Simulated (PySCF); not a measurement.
Coordinates in bohr (charge 0 multiplicity 1):
```
Br   -0.6188    0.0000   -0.8571
O    -3.1621    0.0000    0.9399
Cl    2.8429    0.0000    1.5045
```

Level of theory: PBE0 in PySCF with Br def2-TZVP, O def2-TZVP, Cl def2-TZVP; no relativity; density-fitted integrals.

This geometry of BrOCl is a stationary point at this level.

Problem. What is the point group?

Solution. Cs.

Problem. Is it a minimum?

Solution. Yes: all harmonic wavenumbers are real.

Problem. List the harmonic modes with their infrared intensities.

Solution. 
| symmetry | ω (cm⁻¹) | IR (km/mol) |
| --- | --- | --- |
| a' | 218 | 4.0 |
| a' | 368 | 45.8 |
| a' | 889 | 55.8 |

Problem. Give the ideal-gas entropy at 298.15 K and 1 bar by parts.

Solution. translation 169.6, rotation 104.5, vibration 13.4, spin 0.0; total 287.4 J/(mol K).

Only a few start shapes were tried, so a lower isomer may exist.
